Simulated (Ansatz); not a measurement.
`[CH3][Al]([SH])[Cl]` + CH₃SH → `C[S][Al]([CH3])[Cl]` + H₂S at 700 K and 1 bar (ligand exchange at the Al–S bond).

Calculated with Ansatz (gas phase, PBE0-D4/def2-TZVP geometries, no zero-point term in ΔE). CCSD(T)/CBS is the MP2 limit (def2-TZVPP, def2-QZVPP) plus CCSD(T) − MP2 in def2-TZVPP, frozen cores. This one scheme is used for every species. One conformer a species, not always the lowest.

| species | CCSD(T)/CBS energy (Eh) | H − E (kJ/mol) | S (J/(mol·K)) |
| --- | --- | --- | --- |
| `[CH3][Al]([SH])[Cl]` | -1140.16049 | 192.2 | 455.3 |
| CH₃SH | -438.22835 | 160.2 | 309.0 |
| `C[S][Al]([CH3])[Cl]` | -1179.41428 | 288.0 | 524.1 |
| H₂S | -398.97279 | 64.8 | 236.9 |

H − E and S are ideal-gas, rigid-rotor, harmonic terms from PBE0-D4/def2-TZVP, for one conformer and one mirror image of each species. 1 Eh = 2625.50 kJ/mol, R = 8.31446 J/(mol·K).

**Question.** By hand: ΔE, ΔH, ΔS and ΔG.

**Answer.** ΔE = (-1179.41428) + (-398.97279) − (-1140.16049) − (-438.22835) = 0.00177 Eh = 4.6 kJ/mol. Δ(H − E) = 288.0 + 64.8 − 192.2 − 160.2 = 0.4, so ΔH = 5.0 kJ/mol. ΔS = 524.1 + 236.9 − 455.3 − 309.0 = -3.3 J/(mol·K). ΔG = 5.0 − 700 × (-3.3)/1000 = 7.3 kJ/mol.

**Question.** By hand: the equilibrium constant, and the temperature at which ΔG would vanish if ΔH and ΔS stayed fixed.

**Answer.** log₁₀ K = −ΔG/(RT ln 10) = -0.5. ΔH and −TΔS have one sign here, so there is no such temperature. One of them is within its doubt of zero, so this could turn.

TΔS isn't small against ΔH here. A doubt of 5 kJ/mol in ΔE shifts log₁₀ K by 0.4 here. Other conformers and mirror images would add mixing entropy, several J/(mol·K) or more a flexible species. Modes under 60 cm⁻¹, often nearly free rotors, make the harmonic entropy too high. These are equilibria of isolated gas molecules and say nothing of rates. Largest T1 diagnostic: 0.010 (customary marks: 0.02 for closed shells, 0.045 for open ones).
